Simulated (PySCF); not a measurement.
CI3, SMILES I[C+](I)I, charge +1.

Coordinates come from a PBE0-D3(BJ)/def2-SVP optimisation. The def2 effective core potentials stand for the cores of I; spin–orbit coupling is left out.

Calculation: PBE0-D3(BJ)/def2-SVP (PySCF).

Frequencies are harmonic and unscaled.

Modes within 1.5 cm⁻¹ of each other (mostly degenerate sets) share a row, with their intensities summed.

Computed vibrational spectrum:
```csv
mode,ν (cm⁻¹),IR (km/mol),Raman (Å⁴/amu),depolarisation,moving atoms (share of kinetic energy)
1–2,125,0.0,8.3,0.75,I 98 %
3,226,0.0,10.8,0.10,I 100 %
4,368,12.2,0.0,–,C 97 %
5–6,775,371.3,0.1,–,C 95 %
```
